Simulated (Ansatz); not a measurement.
A run for Ansatz (a first-principles code): U-CCSD(T)/def2-TZVPP on WF, 2S+1 = 4, a spin state set in the input, which need not be the lowest, a point of a bond scan (R = 1.836 Å). Elements past Kr take the def2 small-core potentials; no spin–orbit coupling.

Ansatz 0.2 input:
```yaml
crystal:
  periodic: [false, false, false]
  atoms:
    - {symbol: W, position_ang: [0.00000000, 0.00000000, 0.00000000]}
    - {symbol: F, position_ang: [0.00000000, 0.00000000, 1.83555700]}
basis:
  gaussian:
    orbitals: def2-TZVPP
magnetization: {spin_polarized: true, initial_magnetization: 3}
correlation: {method: ccsd_t, electrons: valence}
output: {orbitals: {seedname: ./end}}
```

It printed:

```
WARN ansatz: RAYON_NUM_THREADS=2 ignored (pool sized by the plan → 2); use --threads N
Functional definition: HF
integrals: 0.12 GiB planned
581 factors; integrals over basis functions are off by at most 8.1e-4 eV
mean field: 0.16 GiB planned
mean field evaluation 1: about -4510.1493 eV, gradient 2.1e1 eV
mean field evaluation 2: about -4510.1604 eV, gradient 2.1e1 eV
mean field evaluation 4: about -4512.4951 eV, gradient 3.7e0 eV
mean field evaluation 8: about -4512.8695 eV, gradient 5.4e-1 eV
mean field evaluation 16: about -4512.9308 eV, gradient 5.4e-4 eV
mean field evaluation 32: about -4512.9869 eV, gradient 2.5e-6 eV
mean field evaluation 64: about -4512.9298 eV, gradient 8.9e-2 eV
mean field evaluation 96: about -4512.9308 eV, gradient 6.4e-3 eV
mean field evaluation 128: about -4512.8620 eV, gradient 8.8e-1 eV
mean field evaluation 160: about -4512.9851 eV, gradient 1.6e-1 eV
mean field evaluation 192: about -4511.3511 eV, gradient 2.0e0 eV
mean field evaluation 224: about -4512.6356 eV, gradient 2.2e-5 eV
mean field evaluation 256: about -4512.9868 eV, gradient 1.1e-2 eV
mean field evaluation 288: about -4512.9855 eV, gradient 6.7e-2 eV
mean field evaluation 320: about -4512.9580 eV, gradient 2.3e-1 eV
mean field evaluation 352: about -4512.8877 eV, gradient 5.8e-1 eV
mean field evaluation 384: about -4512.7852 eV, gradient 8.2e-1 eV
mean field evaluation 416: about -4512.9869 eV, gradient 8.9e-4 eV
mean field evaluation 448: about -4512.9527 eV, gradient 4.7e-1 eV
mean field evaluation 480: about -4512.9869 eV, gradient 1.5e-3 eV
mean field evaluation 512: about -4512.9868 eV, gradient 8.5e-3 eV
mean field evaluation 544: about -4511.2155 eV, gradient 6.2e0 eV
mean field evaluation 576: about -4512.4215 eV, gradient 1.4e0 eV
mean field evaluation 608: about -4512.5535 eV, gradient 7.6e-1 eV
mean field evaluation 640: about -4511.0484 eV, gradient 6.3e0 eV
mean field evaluation 672: about -4511.6684 eV, gradient 1.6e-3 eV
mean field evaluation 704: about -4512.9857 eV, gradient 4.1e-2 eV
mean field evaluation 736: about -4508.8972 eV, gradient 9.3e0 eV
mean field evaluation 768: about -4511.4026 eV, gradient 1.3e0 eV
mean field evaluation 800: about -4512.4036 eV, gradient 1.7e-1 eV
mean field evaluation 832: about -4511.4865 eV, gradient 1.9e-2 eV
mean field evaluation 864: about -4511.4468 eV, gradient 2.2e-1 eV
mean field evaluation 896: about -4511.5073 eV, gradient 3.3e-4 eV
mean field evaluation 928: about -4512.0576 eV, gradient 1.3e-3 eV
mean field evaluation 960: about -4511.2439 eV, gradient 1.9e0 eV
mean field evaluation 992: about -4511.4966 eV, gradient 1.6e-1 eV
mean field evaluation 1024: about -4511.5073 eV, gradient 1.2e-3 eV
mean field evaluation 1056: about -4511.1134 eV, gradient 1.8e-1 eV
mean field -4512.98685333 eV, -165.8492078474 hartree, gradient 2.5e-6 eV, S^2 4.418618; 26 other end points of the search recorded, 0 dependent functions left out
determinant -4512.98685333 eV, -165.8492078474 hartree, with singles and doubles -4529.04268065 eV, -166.4392486185 hartree
determinant -4512.93077338 eV, -165.8471469474 hartree, with singles and doubles -4529.07541239 eV, -166.4404514879 hartree
determinant -4512.63558223 eV, -165.8362988727 hartree, with singles and doubles -4528.68314458 eV, -166.4260359117 hartree
determinant -4512.40384483 eV, -165.8277826804 hartree, with singles and doubles -4528.63247350 eV, -166.4241737837 hartree
determinant -4512.19126308 eV, -165.8199704451 hartree, with singles and doubles -4528.10377713 eV, -166.4047445507 hartree
determinant -4512.05761825 eV, -165.8150590882 hartree, with singles and doubles -4528.14497534 eV, -166.4062585569 hartree
determinant -4511.66838064 eV, -165.8007548698 hartree, with singles and doubles -4527.66269481 eV, -166.3885350743 hartree
determinant -4511.64353913 eV, -165.7998419613 hartree, with singles and doubles -4527.54568039 eV, -166.3842348738 hartree
determinant -4511.50727195 eV, -165.7948342345 hartree, with singles and doubles -4527.63088973 eV, -166.3873662592 hartree
determinant -4511.48648335 eV, -165.7940702677 hartree, with singles and doubles -4527.65814095 eV, -166.3883677230 hartree
determinant -4511.37688571 eV, -165.7900426287 hartree, with singles and doubles -4527.40106521 eV, -166.3789203637 hartree
determinant -4511.13554398 eV, -165.7811734839 hartree, with singles and doubles -4527.13269497 eV, -166.3690579394 hartree
determinant -4512.98685333 eV, -165.8492078474 hartree, with singles and doubles -4529.08926032 eV, -166.4409603900 hartree
determinant -4512.93077338 eV, -165.8471469474 hartree, with singles and doubles -4529.11782872 eV, -166.4420102590 hartree
determinant -4512.63558223 eV, -165.8362988727 hartree, with singles and doubles -4528.71085189 eV, -166.4270541367 hartree
determinant -4512.40384483 eV, -165.8277826804 hartree, with singles and doubles -4528.63980729 eV, -166.4244432956 hartree
1 core orbitals not correlated
reference -4512.93077338 eV, -165.8471469474 hartree; 12, 9 occupied and 74, 77 virtual orbitals, 581 factors
second order -15.98776390 eV of doubles, -0.00000000 eV of singles
coupled cluster: 0.44 GiB planned
cycle   1  -16.18705343 eV  change    1.9e-6 eV  update   5.4e-6
coupled cluster: 0.44 GiB planned
perturbative correction -0.65668860 eV, -0.0241328609 hartree
Total energy: -4529.77451541 eV, -166.4661430499 hartree
```

The calculation finished and met its thresholds. Its determinant has ⟨S²⟩ = 4.23, a mixture of spin states.

Cost: roughly 90 core-seconds.
